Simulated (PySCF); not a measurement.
# KBi: frontier orbitals

r²SCANh at R = 3.411 Å; PySCF, scalar-relativistic core potentials, basis sets K def2-SVPD, Bi def2-SVPD with ECP60. State: ³Σ⁻ (triplet), unpaired electrons π ↑↑. Only the outer orbitals are listed, counted within each symmetry, core potentials removing the inner ones.

```json
{"spin": "α", "orbital": "4π", "occ.": "1", "ε (eV)": "-20.69", "on K (%)": "100", "main shells (%)": "100 K p"}
{"spin": "α", "orbital": "4π", "occ.": "1", "ε (eV)": "-20.69", "on K (%)": "100", "main shells (%)": "100 K p"}
{"spin": "α", "orbital": "8σ", "occ.": "1", "ε (eV)": "-20.58", "on K (%)": "100", "main shells (%)": "100 K p"}
{"spin": "α", "orbital": "9σ", "occ.": "1", "ε (eV)": "-14.00", "on K (%)": "1", "main shells (%)": "99 Bi s"}
{"spin": "α", "orbital": "5π", "occ.": "1", "ε (eV)": "-4.32", "on K (%)": "3", "main shells (%)": "97 Bi p"}
{"spin": "α", "orbital": "5π", "occ.": "1", "ε (eV)": "-4.32", "on K (%)": "3", "main shells (%)": "97 Bi p"}
{"spin": "α", "orbital": "10σ", "occ.": "1", "ε (eV)": "-3.90", "on K (%)": "15", "main shells (%)": "85 Bi p, 11 K s"}
{"spin": "α", "orbital": "11σ", "occ.": "0", "ε (eV)": "-1.34", "on K (%)": "92", "main shells (%)": "71 K s, 20 K p"}
{"spin": "α", "orbital": "6π", "occ.": "0", "ε (eV)": "-0.11", "on K (%)": "98", "main shells (%)": "98 K p"}
{"spin": "α", "orbital": "6π", "occ.": "0", "ε (eV)": "-0.11", "on K (%)": "98", "main shells (%)": "98 K p"}
{"spin": "β", "orbital": "4π", "occ.": "1", "ε (eV)": "-20.70", "on K (%)": "100", "main shells (%)": "100 K p"}
{"spin": "β", "orbital": "4π", "occ.": "1", "ε (eV)": "-20.70", "on K (%)": "100", "main shells (%)": "100 K p"}
{"spin": "β", "orbital": "8σ", "occ.": "1", "ε (eV)": "-20.58", "on K (%)": "100", "main shells (%)": "100 K p"}
{"spin": "β", "orbital": "9σ", "occ.": "1", "ε (eV)": "-12.29", "on K (%)": "1", "main shells (%)": "99 Bi s"}
{"spin": "β", "orbital": "10σ", "occ.": "1", "ε (eV)": "-3.26", "on K (%)": "35", "main shells (%)": "66 Bi p, 31 K s"}
{"spin": "β", "orbital": "5π", "occ.": "0", "ε (eV)": "-1.52", "on K (%)": "19", "main shells (%)": "81 Bi p, 16 K p"}
{"spin": "β", "orbital": "5π", "occ.": "0", "ε (eV)": "-1.52", "on K (%)": "19", "main shells (%)": "81 Bi p, 16 K p"}
{"spin": "β", "orbital": "11σ", "occ.": "0", "ε (eV)": "-1.47", "on K (%)": "83", "main shells (%)": "56 K s, 26 K p, 14 Bi p"}
```

**Question.** Which are the highest filled and the lowest empty level, where do they sit, and how wide is the gap?

**Answer.** Highest filled β 10σ at -3.26 eV (in %: 66 Bi p, 31 K s); lowest empty β 5π at -1.52 eV (in %: 81 Bi p, 16 K p); the gap at r²SCANh is 1.74 eV.

```
bond order (Mayer)                              : 0.83
⟨S²⟩                                            : 2.046
charge on K (Mulliken, basis-dependent)         : 0.44
charge on K (Löwdin, basis-dependent)           : 0.38
dipole moment (positive dipole means K(−)Bi(+)) : -8.97 D
```

These are scalar-relativistic numbers at best; spin–orbit coupling would shift them, the dissociation energy most. The state was picked by a PBE0 search and need not be the measured ground state.
